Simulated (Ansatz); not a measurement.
Basis-set series for BH9Si3, SMILES `[SiH3]B([SiH3])[SiH3]`. The species carries charge 0 and has multiplicity 1. Geometry: relaxed with PBE0-D4/def2-TZVP.

| functional | basis | functions | energy (Eh) | HOMO (eV) | LUMO (eV) |
| --- | --- | --- | --- | --- | --- |
| PBE0-D4 | def2-SVP | 113 | -897.97811 | -8.03 | -3.15 |
| PBE0-D4 | def2-TZVPP | 283 | -898.30918 | -8.00 | -3.15 |
| ωB97M-V | def2-SVP | 113 | -898.26399 | -10.09 | -1.13 |
| ωB97M-V | def2-TZVPP | 283 | -898.60152 | -10.09 | -1.19 |

**Question.** Give the rows for def2-QZVPP. (Best estimate.)

**Answer.** Ansatz gave: 
| functional | basis | functions | energy (Eh) | HOMO (eV) | LUMO (eV) |
| --- | --- | --- | --- | --- | --- |
| PBE0-D4 | def2-QZVPP | 537 | -898.34010 | -7.99 | -3.16 |
| ωB97M-V | def2-QZVPP | 537 | -898.63039 | -10.09 | -1.20 |
